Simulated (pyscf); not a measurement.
## •HN–Ga(NH₂)–NH₂, doublet

Gas-phase minimum from PySCF at ωB97X-D3(BJ)/def2-SVP, one conformer. Other isomers of •HN–Ga(NH₂)–NH₂ were not searched in full and may lie lower. 

SMILES: [NH][Ga]([NH2])[NH2]
```xyz
9

N      1.8834    -1.3125    -0.1515
Ga     0.5171    -0.3211     0.6664
N      0.9020     0.7649     2.0675
N     -1.1912    -0.4847     0.0760
H      2.3104    -0.7993    -0.9373
H      1.8142     0.7952     2.5054
H      0.1970     1.2074     2.6443
H     -1.4695    -1.1742    -0.6114
H     -1.9914    -0.1084     0.5697
```
Charge 0, spin multiplicity 2.

Bonded distances (Å): N1–Ga2 1.876, N1–H5 1.031, Ga2–N3 1.814, Ga2–N4 1.815, N3–H6 1.012, N3–H7 1.013, N4–H8 1.013, N4–H9 1.013. Bond angles (°): Ga2–N1–H5 111.8, N1–Ga2–N3 119.9, N1–Ga2–N4 119.7, N3–Ga2–N4 120.3, Ga2–N3–H6 122.9, Ga2–N3–H7 123.6, H6–N3–H7 111.6, Ga2–N4–H8 122.7, Ga2–N4–H9 123.5, H8–N4–H9 111.5.

Properties at ωB97X-D3(BJ)/def2-SVP:

```yaml
harmonic_wavenumbers_unscaled: 75, 165, 170, 177, 185, 234, 270, 357, 625, 686, 706, 733, 744, 773, 1529, 1541, 3476, 3636, 3638, 3737, 3740 cm⁻¹
zero_point_energy: 38.9 kcal/mol
rotational_symmetry_number: 1
Entropy of this conformer at 298 K and 1 atm, rigid rotor and harmonic oscillator, modes under 100 cm⁻¹ raised to 100: 362.1 J/(mol K)
dipole_moment: 1.69 D
Spin expectation value S2: 0.753
```

Single-point totals, which compare only within one level:

```csv
level,total energy (hartree)
ωB97X-D3(BJ)/def2-TZVP,-2092.18854
PBE/def2-TZVP,-2091.67797
r²SCAN/def2-TZVP,-2092.07360
B3LYP-D3(BJ)/def2-TZVP,-2092.23598
PBE0-D3(BJ)/def2-TZVP,-2091.73163
M06-2X/def2-TZVP,-2092.09925
ωB97M-D3(BJ)/def2-TZVP,-2092.24156
```

Soft torsions are taken as harmonic, which can shift the entropy by several J/(mol K). Elements up to Kr have no core potential and no relativistic terms here.
